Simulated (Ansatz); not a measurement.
Species: GeO (charge +1, doublet). 
Structure (B3LYP-D3(BJ)/def2-TZVP (Ansatz, a program for electronic structure) minimum search):
```
Ge
O 1 1.7843
```
Charge +1, spin multiplicity 2.

Basis-set convergence of Hartree-Fock and MP2 correlation energies (hartree) with Ansatz. Valence correlation only, unless marked. UHF or UKS for open shells. Spin-orbit coupling is left out. The frozen core is the preceding noble-gas configuration, with the filled d and f shells of earlier blocks. No relativistic terms.

```json
[
 {"basis": "def2-SVP", "functions": "46", "E(HF)": "-2149.56478", "E(corr, MP2)": "-0.19599"},
 {"basis": "def2-TZVPP", "functions": "79", "E(HF)": "-2149.93061", "E(corr, MP2)": "-0.24796"},
 {"basis": "def2-QZVPP", "functions": "146", "E(HF)": "-2149.97612", "E(corr, MP2)": "-0.26868"}
]
```

Extrapolating the two largest sets (X = 3 and 4) as X^-3: E(corr) = (64·(-0.26868) - 27·(-0.24796))/37 = -0.2838 Eh, an estimate of the basis-set limit. The largest set recovers 94.7 % of it, the smallest 69.1 %.
